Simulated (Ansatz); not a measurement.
Species: sum formula H9Si4O (charge 0, doublet). It need not be the lowest isomer of its formula. 
Structure (B3LYP-D3(BJ)/def2-TZVP (Ansatz, a first-principles code) minimum search):
SMILES: [SiH3][Si]([SiH3])([O])[SiH3]
```xyz
14

O     -0.6380    -0.5312    -1.7821
Si     0.0356     0.0162    -0.4344
Si    -1.6127    -1.2085     0.8358
Si     2.1402    -0.8663     0.1742
Si    -0.2718     2.2975     0.0946
H     -1.3247    -0.9528     2.2705
H     -1.4692    -2.6458     0.5327
H     -2.9528    -0.6999     0.4837
H      2.4471    -0.4440     1.5634
H      2.1172    -2.3457     0.1028
H      3.1950    -0.3436    -0.7278
H     -1.7022     2.6640    -0.0233
H      0.5334     3.1473    -0.8157
H      0.1828     2.5259     1.4887
```
Charge 0, spin multiplicity 2.

Atomisation energy built up term by term with Ansatz (kcal/mol; UHF references for open shells; valence terms freeze the core; atomic spin-orbit terms are left out). CBS(X,Y): correlation extrapolated as X^-3; Hartree-Fock from the larger set.

```tsv
term	basis	kcal/mol
Hartree-Fock	cc-pV(Q+d)Z	730.53
CCSD correlation	CBS(cc-pV(T+d)Z,cc-pV(Q+d)Z)	…
(T)	CBS(cc-pV(T+d)Z,cc-pV(Q+d)Z)	…
core correlation	cc-pwCVTZ	-0.12
scalar relativity (X2C)	cc-pVTZ-DK against cc-pVTZ	-2.67
sum: De		…
```

### Question
What belongs in the gaps?

### Answer

- CCSD correlation, kcal/mol: 236.92
- (T), kcal/mol: 13.01
- sum: De, kcal/mol: 977.7
